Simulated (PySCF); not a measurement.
C₆H₄Cl₂F (doublet state).
Geometry (GFN2-xTB, Å), atoms numbered from 1 in this order:
```
atom  x, y, z in Å
C1    -1.742   -0.941    0.344
C2    -0.440   -0.282    0.118
C3     0.842   -0.829    0.284
C4     1.766    0.134   -0.069
Cl5    3.445    0.007   -0.059
C6     1.058    1.341   -0.473
Cl7    1.818    2.773   -0.983
C8    -0.273    1.059   -0.350
F9    -1.298    1.885   -0.611
H10   -1.640   -1.782    1.025
H11   -2.468   -0.229    0.734
H12   -2.136   -1.315   -0.604
H13    1.062   -1.821    0.626
```

Identity: `C[C]1C=C(Cl)C(Cl)=C1F` [radical].

Computed with PySCF, UKS B3LYP, pcH-1 on C Cl F H, non-relativistic, mean-field spin-orbit, GIAO. Isolated species at its GFN2-xTB geometry, gas phase. The geometry wasn't refined by DFT: couplings that depend on bond lengths, twists or pyramidal angles can differ widely from those at the functional's own minimum. No stability test was run, so a lower SCF solution isn't excluded.

(1) Give the principal g shifts and their parts.

(2) At 34.111 GHz, how far is the centre of the isotropic spectrum from where a free electron (g = 2.002319) resonates?

(3) What are the electron Larmor frequencies g μB B/h along the three axes at 330 mT?

(4) What effective moment and Curie constant follow for a powder?

(5) In a frozen sample, at which fields do the three g values resonate at 9.5, 34, 94 and 263 GHz (hyperfine left aside), and which band first spreads them over more than twice a line width of 0.3 mT?

Answers

(1) 
| Δg (ppt) | 1 | 2 | 3 |
| --- | --- | --- | --- |
| relativistic mass correction | -0.18 | -0.18 | -0.18 |
| gauge correction | 0.00 | 0.03 | 0.04 |
| orbital Zeeman/spin–orbit | -0.37 | 4.89 | 5.19 |
| total | -0.55 | 4.74 | 5.06 |

So g = 2.00177, 2.00706, 2.00738 and g_iso = 2.00540; the tensor is close to axial: the two nearest values differ by 6 % of g3 − g1. Axes: g2 points within 6° of the C3–H13 bond and g3 points within 11° of the C4–Cl5 bond.

(2) B = hν/(g μB) with μB/h = 13.99624 MHz/mT gives 1217.17 mT for the free electron and 1215.29 mT at g_iso, 1.87 mT lower.

(3) 9.2457, 9.2701, 9.2716 GHz for g1, g2 and g3, a range of 25.9 MHz.

(4) With the mean of g² = 4.0216 and S(S+1) = 0.75: μ_eff = √(⟨g²⟩S(S+1)) = 1.737 μB and χT = 0.12505·⟨g²⟩·S(S+1) = 0.377 cm³ K/mol (cgs; spin-Hamiltonian part alone).

(5) 
```
band    GHz  B(g3) mT  B(g2) mT  B(g1) mT  spread mT
   X    9.5    338.13    338.18    339.08       0.95
   Q   34.0   1210.15   1210.34   1213.54       3.39
   W   94.0   3345.70   3346.24   3355.07       9.37
   J  263.0   9360.85   9362.34   9387.06      26.21
```

The spread grows in proportion to the frequency. X band is the first where it exceeds 0.6 mT.

The largest Mulliken spin populations are on C2 (+0.48), C4 (+0.44), C3 (-0.18) and Cl5 (+0.08). The positive populations add up to 1.22 and the negative ones to -0.22, together 2S = 1.

The HOMO–LUMO gaps are 6.65 eV among the α and 2.18 eV among the β orbitals.

On one thread, Arm Neoverse V1 (aarch64) (shared host), this took 2.2 min of wall time (with the writing of density and orbital grids) and 0.98 GiB of memory at its peak.
